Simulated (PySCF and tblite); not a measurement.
The numbers below are computed, except where a source is named.
C8H10O3Si, numbered as in [CH3:1][O:2][C:3](=[O:4])[C:5]1=[CH:6][CH:7]=[C:8]([C:9]([CH3:10])=[O:11])[SiH2:12]1.

Search: ETKDG and KDG, MMFF94s, GFN2-xTB, 150 starts; geometries at GFN2-xTB. Energies: PBE0-D3(BJ)/6-31G*, with GFN2-xTB thermal terms (modes under about 100 cm⁻¹ blended into free rotors). Symmetry numbers and mirror images are counted. Conformers within 2.5 kcal/mol (GFN2-xTB free energy) were kept, 4 at most. (PySCF 2.14, tblite 0.8.)

Torsions listed: C1–O2–C3–O4, O2–C3–C5–Si12, Si12–C8–C9–O11. The 5-ring runs over atoms 5–6–7–8–12.

```
conformer                        shape  symmetry  dipole D
        1    5-ring flat; 0°, 180°, 0°        Cs      4.60
        2    5-ring flat; 0°, 0°, 180°        Cs      3.33
        3      5-ring flat; 0°, 0°, 0°        Cs      1.29
        4  5-ring flat; 0°, 180°, 180°        Cs      1.91
```

(1) Which of these conformers is the most populated at 298.15 K, and with what share?

(2) Give the DFT energies and free energies relative to the lowest, and all weights.

(3) How does its share change from 250 K to 350 K?

The minima are those of GFN2-xTB; planar forms about aryl–S or allylic bonds may be saddles in DFT.

## Answers

(1) Conformer 3, about 59 %. The lead over the next is within the error of the method.

(2) 
| conformer | shape | E(DFT) kcal/mol | G(298.15 K) kcal/mol | weight % |
| --- | --- | --- | --- | --- |
| 1 | 5-ring flat; 0°, 180°, 0° | 0.59 | 0.49 | 25.7 |
| 2 | 5-ring flat; 0°, 0°, 180° | 1.12 | 1.07 | 9.6 |
| 3 | 5-ring flat; 0°, 0°, 0° | 0.00 | 0.00 | 58.9 |
| 4 | 5-ring flat; 0°, 180°, 180° | 1.43 | 1.37 | 5.8 |

(3) From 65 % to 53 %; the mixing entropy goes from 1.87 to 2.26 cal/(mol K).


Conformer gaps in 6-31G* on xTB geometries can be 2 kcal/mol off for S=O, P=O and other polar bonds.